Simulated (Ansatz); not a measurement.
```yaml
crystal:
  periodic: [false, false, false]
  atoms:
    - {symbol: F, position_ang: [-1.847369, -0.661720, 1.113717]}
    - {symbol: B, position_ang: [-0.841027, -0.166691, 0.443552]}
    - {symbol: C, position_ang: [0.586293, -0.754808, 0.075853]}
    - {symbol: O, position_ang: [0.934005, 0.488253, -0.640109]}
    - {symbol: B, position_ang: [-0.229794, 1.174650, -0.434111]}
    - {symbol: F, position_ang: [-0.434263, 2.388716, -0.892040]}
    - {symbol: H, position_ang: [0.628558, -1.602547, -0.613309]}
    - {symbol: H, position_ang: [1.295797, -0.922954, 0.890546]}
basis:
  gaussian: {orbitals: def2-TZVPP}
hamiltonian: {xc: {name: B97}}
output: {forces: true}
```

```sh
$ ansatz run in.yaml --threads 2 --pin off --events-out ev --progress --plain --max-ram 4352MiB
```

Output, abridged:

```
Functional definition: B97
1099 factors; their error is unknown
mean field evaluation 1: about -9900.6751 eV, gradient 5.9e1 eV
mean field evaluation 2: about -9892.3725 eV, gradient 8.9e1 eV
mean field evaluation 4: about -9906.7038 eV, gradient 4.0e0 eV
mean field evaluation 8: about -9906.7243 eV, gradient 1.8e-1 eV
mean field evaluation 16: about -9906.7323 eV, gradient 4.2e-4 eV
mean field -9906.73234361 eV, -364.0656986035 hartree, gradient 1.3e-5 eV, S^2 0.000000; 0 other end points of the search recorded, 0 dependent functions left out
reference -9906.73237101 eV, -364.0656996104 hartree; 22, 22 occupied and 192, 192 virtual orbitals, 1099 factors
Total energy: -9906.73237101 eV, -364.0656996104 hartree
Atom 0 at    -1.847369    -0.661720     1.113717 Å, force    -0.233827    -0.116291     0.156863 eV/Å
Atom 1 at    -0.841027    -0.166691     0.443552 Å, force     0.015693     0.084480    -0.047439 eV/Å
Atom 2 at     0.586293    -0.754808     0.075853 Å, force     0.055619    -0.325759     0.123858 eV/Å
Atom 3 at     0.934005     0.488253    -0.640109 Å, force     0.298327     0.135126    -0.194357 eV/Å
Atom 4 at    -0.229794     1.174650    -0.434111 Å, force    -0.119256    -0.021727     0.064537 eV/Å
Atom 5 at    -0.434263     2.388716    -0.892040 Å, force    -0.061180     0.290368    -0.104488 eV/Å
Atom 6 at     0.628558    -1.602547    -0.613309 Å, force     0.016944    -0.028219    -0.010987 eV/Å
Atom 7 at     1.295797    -0.922954     0.890546 Å, force     0.027680    -0.017978     0.012013 eV/Å
Dipole moment:     0.030244    -0.367671     0.152739 e Å
```

It took 6 s on 2 threads of an Intel Xeon Platinum 8488C on a shared host, with 0.51 GiB of host memory at the peak.
